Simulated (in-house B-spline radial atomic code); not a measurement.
## Ionising the beryllium ion Be²⁺ with different functionals

Computed with a B-spline radial code for spherical atoms: non-relativistic Hamiltonian, point nucleus, spin-polarised at highest spin, spherical fractional occupations for the functionals, the average over the highest-spin determinants for Hartree-Fock. The ionisation energy is the difference of two self-consistent energies, 1s2 → 1s1, without Breit or QED terms; ε is the level of the shell that loses the electron (its least bound occupied spin orbital).

```
           method                    rung  ΔSCF (eV)  -ε(1s) (eV)
     Hartree-Fock            Hartree-Fock     152.69       154.21
    HF fractional            Hartree-Fock     152.69       154.21
         LDA VWN5                     LDA     151.94       130.79
         LDA PW92                     LDA     151.91       130.78
LDA exchange-only                     LDA     148.86       128.64
              PBE                     GGA     153.44       132.26
           PBEsol                     GGA     152.47       131.37
             BLYP                     GGA     154.03       132.68
             RPBE                     GGA     153.92       132.49
             PW91                     GGA     153.68       132.52
             BP86                     GGA     154.13       132.48
             AM05                     GGA     152.41       130.93
             OLYP                     GGA     154.04       132.60
             TPSS                meta-GGA     154.08       133.84
             SCAN                meta-GGA          ?            ?
           r2SCAN                meta-GGA     153.95       134.52
            M06-L                meta-GGA     154.36       134.75
          revTPSS                meta-GGA     154.13       134.19
             PBE0           global hybrid     153.52       137.94
            B3LYP           global hybrid          ?            ?
            TPSSh           global hybrid     154.07       135.96
           M06-2X           global hybrid     154.21       143.38
        BHandHLYP           global hybrid     154.02       143.97
          r2SCAN0           global hybrid     153.91       139.59
            B97-1           global hybrid     154.05       137.31
            HSE06  range-separated hybrid     153.56       137.54
            wB97X  range-separated hybrid     154.26       139.76
        CAM-B3LYP  range-separated hybrid     153.85       139.17
          LC-wPBE  range-separated hybrid     153.57       138.30
```

Task: What does SCAN give?

Result: ΔSCF 153.95 eV, and -ε(1s) = 134.52 eV.

Task: What does B3LYP give?

Result: ΔSCF 154.15 eV, and -ε(1s) = 137.26 eV.

Task: Among the functionals, which spreads more, the ΔSCF values or the orbital energies?

Result: The orbital energies: ΔSCF values span about 5.50 eV and the orbital energies 15.33 eV.

Task: How do they compare with the NIST value?

Result: NIST lists 153.896 eV (tabulated theory, ground level to ground level). Errors run from -5.03 to +0.47 eV; r2SCAN0 is closest (+0.02 eV), but part of that can be cancellation, since the calculations leave out relativity, Breit-QED terms. Hartree-Fock also lacks correlation.
